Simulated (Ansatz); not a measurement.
Steps of a relaxation of CH$_{6}$AlNO$_{2}$Si, SMILES `[OH][Al]1[NH]CO[SiH2]1` with RKS PBE0-D4/def2-TZVP.

```sh
$ ansatz run in.yaml --threads 4 --pin off --events-out ev --progress --plain --max-ram 10444MiB
```

```yaml
crystal:
  periodic: [false, false, false]
  atoms:
    - {symbol: O, position_ang: [0.766575, 2.383695, 1.713824]}
    - {symbol: Al, position_ang: [0.417643, 0.962256, 0.821332]}
    - {symbol: N, position_ang: [-0.764886, 0.746892, -0.522983]}
    - {symbol: C, position_ang: [-0.906470, -0.554390, -1.163593]}
    - {symbol: O, position_ang: [-0.144960, -1.573189, -0.547850]}
    - {symbol: Si, position_ang: [1.067722, -1.338220, 0.632170]}
    - {symbol: H, position_ang: [0.362831, 3.258563, 1.615660]}
    - {symbol: H, position_ang: [-1.388015, 1.442621, -0.942733]}
    - {symbol: H, position_ang: [-1.974976, -0.886582, -1.147268]}
    - {symbol: H, position_ang: [-0.604985, -0.499919, -2.241727]}
    - {symbol: H, position_ang: [2.425891, -1.681553, 0.064585]}
    - {symbol: H, position_ang: [0.820630, -2.315374, 1.752482]}
basis:
  gaussian: {orbitals: def2-TZVP}
hamiltonian: {xc: pbe0, dispersion: d4}
relax: {f_tol: 0.005, max_steps: 150}
```

Positions (Å) and forces (eV/Å) along the path, 10 of 12 steps:

```xyz
12
step=1 energy=-21185.8844 eV
O     0.767    2.384    1.714   -0.390    0.112   -0.361
Al    0.418    0.962    0.821   -0.205    0.446   -0.070
N    -0.765    0.747   -0.523   -0.040    0.169    0.026
C    -0.906   -0.554   -1.164   -0.282   -0.045   -0.374
O    -0.145   -1.573   -0.548    0.526    0.351    0.519
Si    1.068   -1.338    0.632   -0.488   -0.281   -0.540
H     0.363    3.259    1.616    0.262   -0.695    0.017
H    -1.388    1.443   -0.943    0.405   -0.472    0.261
H    -1.975   -0.887   -1.147    0.595    0.168    0.073
H    -0.605   -0.500   -2.242   -0.086   -0.029    0.618
H     2.426   -1.682    0.065   -0.323    0.071    0.091
H     0.821   -2.315    1.752    0.027    0.206   -0.260
12
step=2 energy=-21185.9427 eV
O     0.757    2.379    1.702   -0.123   -0.147   -0.182
Al    0.420    0.962    0.819   -0.107    0.293   -0.004
N    -0.755    0.742   -0.514    0.072    0.049    0.093
C    -0.898   -0.552   -1.155   -0.118   -0.033   -0.146
O    -0.140   -1.568   -0.544    0.387    0.192    0.385
Si    1.059   -1.330    0.626   -0.366   -0.216   -0.400
H     0.349    3.238    1.596    0.050   -0.161   -0.008
H    -1.371    1.429   -0.930    0.099   -0.113    0.064
H    -1.953   -0.880   -1.130    0.192    0.067    0.007
H    -0.593   -0.496   -2.218   -0.045   -0.007    0.201
H     2.396   -1.676    0.051   -0.064    0.021    0.035
H     0.805   -2.303    1.729    0.022    0.055   -0.045
12
step=4 energy=-21185.9571 eV
O     0.746    2.374    1.690   -0.001    0.007   -0.001
Al    0.423    0.962    0.819    0.011   -0.012    0.017
N    -0.746    0.744   -0.506   -0.006   -0.003   -0.009
C    -0.893   -0.546   -1.149   -0.017    0.006   -0.008
O    -0.132   -1.557   -0.537    0.016    0.017    0.006
Si    1.051   -1.338    0.616    0.000   -0.017   -0.006
H     0.330    3.226    1.574   -0.001    0.002   -0.001
H    -1.361    1.429   -0.919   -0.003    0.004   -0.002
H    -1.942   -0.872   -1.119   -0.001    0.000    0.000
H    -0.589   -0.491   -2.204   -0.001   -0.004   -0.001
H     2.387   -1.682    0.048    0.006    0.000   -0.001
H     0.804   -2.305    1.720   -0.002    0.002    0.007
12
step=5 energy=-21185.9572 eV
O     0.744    2.375    1.688    0.006    0.000    0.004
Al    0.424    0.961    0.819    0.002   -0.006    0.009
N    -0.745    0.745   -0.507    0.020   -0.011    0.020
C    -0.893   -0.545   -1.148   -0.026    0.021   -0.019
O    -0.128   -1.556   -0.542    0.024    0.010    0.018
Si    1.051   -1.339    0.616    0.004   -0.017   -0.001
H     0.327    3.225    1.571   -0.004    0.009   -0.002
H    -1.358    1.433   -0.915   -0.016   -0.005   -0.020
H    -1.940   -0.874   -1.115   -0.017    0.000    0.001
H    -0.594   -0.490   -2.205    0.001    0.002   -0.015
H     2.388   -1.684    0.051    0.009   -0.002   -0.003
H     0.801   -2.306    1.719   -0.003   -0.001    0.008
12
step=6 energy=-21185.9573 eV
O     0.744    2.375    1.688    0.002    0.006    0.006
Al    0.425    0.959    0.821   -0.002   -0.003   -0.010
N    -0.744    0.745   -0.506    0.005   -0.002    0.005
C    -0.894   -0.544   -1.149   -0.004    0.017    0.004
O    -0.125   -1.554   -0.544    0.003   -0.010   -0.009
Si    1.053   -1.340    0.615    0.007    0.005    0.012
H     0.325    3.225    1.569    0.000   -0.001   -0.001
H    -1.358    1.433   -0.914   -0.004   -0.007   -0.007
H    -1.941   -0.874   -1.113   -0.002   -0.001    0.001
H    -0.596   -0.489   -2.206   -0.002    0.001   -0.001
H     2.391   -1.686    0.052   -0.005   -0.003    0.003
H     0.798   -2.304    1.721    0.001   -0.003   -0.005
12
step=7 energy=-21185.9576 eV
O     0.744    2.375    1.687    0.002    0.000    0.001
Al    0.426    0.960    0.820   -0.001    0.005    0.001
N    -0.744    0.745   -0.506    0.001   -0.003    0.000
C    -0.894   -0.543   -1.149    0.000   -0.003   -0.002
O    -0.107   -1.549   -0.561   -0.006    0.009   -0.009
Si    1.054   -1.340    0.616   -0.002   -0.001   -0.002
H     0.326    3.225    1.567    0.000   -0.001   -0.001
H    -1.359    1.432   -0.915    0.001   -0.002    0.001
H    -1.938   -0.881   -1.098    0.003   -0.001    0.003
H    -0.614   -0.482   -2.211    0.000   -0.002    0.002
H     2.396   -1.691    0.067    0.003    0.000    0.003
H     0.786   -2.306    1.717    0.000    0.000    0.002
12
step=8 energy=-21185.9577 eV
O     0.746    2.375    1.686    0.001   -0.007   -0.003
Al    0.430    0.960    0.817   -0.002    0.008    0.010
N    -0.742    0.745   -0.506    0.000   -0.002   -0.005
C    -0.894   -0.542   -1.151    0.004   -0.039   -0.007
O    -0.070   -1.540   -0.598   -0.007    0.040   -0.001
Si    1.056   -1.340    0.615   -0.016   -0.003   -0.020
H     0.327    3.224    1.563    0.000    0.003    0.001
H    -1.361    1.431   -0.912    0.000    0.004    0.003
H    -1.932   -0.896   -1.067    0.027    0.005   -0.002
H    -0.650   -0.470   -2.222   -0.004   -0.009    0.028
H     2.409   -1.697    0.099   -0.003   -0.003   -0.001
H     0.758   -2.305    1.711    0.000    0.002   -0.002
12
step=10 energy=-21185.9578 eV
O     0.747    2.376    1.686    0.000    0.001    0.000
Al    0.429    0.961    0.817   -0.001    0.000   -0.001
N    -0.742    0.745   -0.507    0.000   -0.002   -0.001
C    -0.894   -0.543   -1.152    0.001    0.000    0.001
O    -0.065   -1.537   -0.602    0.000    0.001   -0.001
Si    1.056   -1.340    0.614    0.001    0.001    0.001
H     0.329    3.225    1.565    0.000   -0.001    0.000
H    -1.362    1.430   -0.911    0.000    0.001    0.001
H    -1.929   -0.899   -1.064   -0.002   -0.001    0.001
H    -0.654   -0.471   -2.222    0.000    0.000   -0.002
H     2.409   -1.699    0.101    0.000    0.000    0.000
H     0.753   -2.303    1.709   -0.001   -0.001    0.000
12
step=11 energy=-21185.9578 eV
O     0.747    2.376    1.685    0.000    0.002    0.001
Al    0.430    0.961    0.817    0.000   -0.001   -0.002
N    -0.742    0.745   -0.507   -0.002   -0.001   -0.002
C    -0.894   -0.543   -1.152    0.001    0.003    0.003
O    -0.054   -1.533   -0.612   -0.001   -0.002   -0.002
Si    1.057   -1.339    0.614    0.001    0.000    0.001
H     0.330    3.226    1.565    0.000   -0.001    0.000
H    -1.364    1.430   -0.911    0.001    0.001    0.002
H    -1.927   -0.904   -1.056    0.001   -0.001    0.000
H    -0.663   -0.468   -2.224    0.000   -0.001    0.001
H     2.412   -1.702    0.109   -0.001    0.001    0.000
H     0.745   -2.303    1.707   -0.001    0.001    0.000
12
step=12 energy=-21185.9578 eV
O     0.748    2.376    1.685    0.000    0.001    0.001
Al    0.430    0.961    0.816    0.000   -0.001   -0.001
N    -0.742    0.745   -0.507   -0.001   -0.001   -0.002
C    -0.893   -0.542   -1.153    0.000    0.000   -0.001
O    -0.042   -1.529   -0.623   -0.002    0.001   -0.002
Si    1.058   -1.339    0.613   -0.001    0.001    0.000
H     0.331    3.226    1.564    0.000   -0.001    0.000
H    -1.365    1.429   -0.909    0.001    0.000    0.001
H    -1.924   -0.910   -1.047    0.004    0.001    0.000
H    -0.674   -0.465   -2.227   -0.001   -0.001    0.004
H     2.415   -1.704    0.118   -0.002    0.000    0.002
H     0.735   -2.302    1.704    0.002    0.000   -0.002
```

It took 48 s on 4 threads of an Arm Neoverse V2 on a shared host, with 0.71 GiB of host memory at the peak.
